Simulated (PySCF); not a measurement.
How the method changes the constants of SiBi

State: ²Π (doublet), unpaired electrons π ↑. Set-up: PySCF, scalar-relativistic core potentials, basis sets Si def2-SVPD, Bi def2-SVPD with ECP60. De refers to Si + Bi in their high-spin ground configurations, without counterpoise correction. The functionals are run spin-unrestricted. A positive dipole means Si(−)Bi(+). Levels whose curve was spin-contaminated or gave no clean fit are not listed.

```json
{"Level": "UHF-CCSD", "Re (Å)": "2.489", "ωe (cm⁻¹)": "372", "De (eV)": "1.75", "μ (D)": "n/a"}
{"Level": "UHF-CCSD(T)", "Re (Å)": "2.510", "ωe (cm⁻¹)": "353", "De (eV)": "2.01", "μ (D)": "n/a"}
{"Level": "PBE", "Re (Å)": "2.497", "ωe (cm⁻¹)": "367", "De (eV)": "2.89", "μ (D)": "0.67"}
{"Level": "r²SCAN", "Re (Å)": "2.478", "ωe (cm⁻¹)": "373", "De (eV)": "2.48", "μ (D)": "0.68"}
{"Level": "PBE0", "Re (Å)": "2.461", "ωe (cm⁻¹)": "387", "De (eV)": "2.50", "μ (D)": "0.59"}
{"Level": "r²SCAN0", "Re (Å)": "2.461", "ωe (cm⁻¹)": "359", "De (eV)": "2.22", "μ (D)": "0.55"}
{"Level": "B97-3", "Re (Å)": "2.470", "ωe (cm⁻¹)": "386", "De (eV)": "2.71", "μ (D)": "0.64"}
{"Level": "MN15", "Re (Å)": "2.439", "ωe (cm⁻¹)": "403", "De (eV)": "2.65", "μ (D)": "0.30"}
```

Task: Which functional lies closest to UHF-CCSD(T) in De, which farthest, and by how much do they differ from it?

Result: Closest is r²SCAN0 (-4.9 pm in Re, +1.7 % in ωe, +0.21 eV in De against UHF-CCSD(T) in the same basis), farthest PBE (-1.3 pm in Re, +4.0 % in ωe, +0.88 eV in De). CCSD(T) converges more slowly with the basis than the functionals do and binds too weakly in this one, so the order can change at the basis-set limit.

Task: What does a quarter of exact exchange do here, going from PBE to PBE0?

Result: PBE0 less PBE: -3.6 pm in Re, +5.4 % in ωe, -0.39 eV in De. Exact exchange removes part of the self-interaction that spreads semilocal densities, and in most molecules shortens and stiffens the bond and lowers De; so it does here.

Task: What does the step from GGA to meta-GGA do here, going from PBE to r²SCAN?

Result: r²SCAN less PBE: -1.9 pm in Re, +1.6 % in ωe, -0.41 eV in De. 

Correlated steps freeze 9 core orbitals. Correlated levels converge slowly with the basis: in double zeta they bind strong bonds too weakly, by up to about 1 eV, and carry superposition errors of some tenths. Spin–orbit coupling is left out, which matters for elements this heavy, above all for dissociation energies. The state was picked by a PBE0 search and need not be the measured ground state.

The whole job (state search and all levels along the bond) took about 5.4 min on 1 thread of Arm Neoverse N1 (shared host), peak memory 0.71 GiB.
